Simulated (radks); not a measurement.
The numbers below are computed, except where a source is named.
Ionisation of the praseodymium ion Pr+, [Xe] 4f3 6s1, to Pr2+, [Xe] 4f3, under several functionals. Scalar-relativistic Kohn-Sham, spin-unpolarised, spherical densities, finite nucleus; a radial shooting solver on a logarithmic mesh with Libxc functionals.

| functional | E(Pr+) (hartree) | Exc (hartree) | IE (eV) | -e(HOMO) (eV) | <r> HOMO (bohr) | IE error (eV) |
|---|---|---|---|---|---|---|
| LDA (Slater exchange, Perdew-Zunger correlation) | -9229.9232 | -208.8568 | 10.827 | 7.295 | 1.172 | +0.196 |
| OLYP | -9240.0876 | -219.2089 | 10.500 | 7.140 | 1.155 | -0.131 |
| exchange-only B88 | -9234.4044 | -213.3249 | 10.099 | 5.960 | 1.191 | -0.532 |
| BLYP | -9237.4117 | -216.3673 | 10.727 | 6.849 | 1.179 | +0.096 |
| HCTH/407 | -9242.2319 | -221.4640 | 10.835 | 7.665 | 1.143 | +0.204 |
| LDA (Slater exchange, Perdew-Wang correlation) | -9229.9219 | -208.8556 | 10.822 | 7.296 | 1.172 | +0.191 |
| MS2 meta-GGA | -9236.3979 | -215.1024 | 10.352 | 6.756 | 1.185 | -0.279 |
| PW91 | -9237.8085 | -216.7826 | 10.660 | 7.096 | 1.173 | +0.029 |
| r2SCAN | -9237.6980 | -216.1239 | 10.110 | 6.620 | 1.173 | -0.521 |

NIST Atomic Spectra Database: 10.63 eV (semi-empirical). Closest: PW91. The Delta-SCF values span 0.74 eV, the total energies 12.31 hartree. The highest occupied level is 4f. Spin polarisation and multiplet splitting are left out, so open shells lie too high by an amount that depends on their filling. Spin-orbit splitting is averaged out at the scalar-relativistic level.

Beside tabulated values, note that spin-unpolarised runs miss the spin-polarisation part of the exchange energy of open shells.
